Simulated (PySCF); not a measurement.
Bonds: B1-C2, B1-C6, B1-C10, C10-C11, C11-C12. C2 carries H3, H4, H5; C6 carries H7, H8, H9; C10 carries H13, H14; C11 carries H15, H16; C12 carries H17, H18, H19.

Geometry: PBE0-D3(BJ)/def2-SVP; GIAO absolute shieldings from PySCF 2.14.0 with density-fitted response routines, gas phase, non-relativistic, averaged over equivalent atoms.

At B3LYP/pcSseg-1 (167 basis functions, 21 s wall time on 1 thread of an Intel Xeon Platinum 8259CL, shared host):
```json
{"atoms": "B1", "σ (ppm)": "8.7"}
{"atoms": "C10", "σ (ppm)": "142.7"}
{"atoms": "C12", "σ (ppm)": "157.6"}
{"atoms": "C11", "σ (ppm)": "158.5"}
{"atoms": "C2/C6", "σ (ppm)": "164.2"}
{"atoms": "H17/H18/H19", "σ (ppm)": "30.24"}
{"atoms": "H13/H14", "σ (ppm)": "30.28"}
{"atoms": "H15/H16", "σ (ppm)": "30.38"}
{"atoms": "H3/H4/H5/H7/H8/H9", "σ (ppm)": "30.54"}
```

**Question.** Estimate the result of repeating the calculation with PBE0/pcSseg-1.

**Answer.** 
| atoms | σ at PBE0/pcSseg-1 | change |
| --- | --- | --- |
| B1 | 12.7 | +4.0 |
| C10 | 149.0 | +6.3 |
| C12 | 163.6 | +6.0 |
| C11 | 165.2 | +6.7 |
| C2/C6 | 168.9 | +4.7 |
| H17/H18/H19 | 30.15 | -0.09 |
| H13/H14 | 30.15 | -0.13 |
| H15/H16 | 30.29 | -0.09 |
| H3/H4/H5/H7/H8/H9 | 30.39 | -0.15 |

The largest change is at C11 (carbon bonded to 2 C, 2 H). Cost: 167 basis functions, 33 s wall time on 1 thread of an Intel Xeon Platinum 8259CL, shared host. The order of the carbon signals is the same at both levels.

A carbon bonded to boron is broadened by the quadrupolar boron nucleus and is often missing from a measured spectrum.
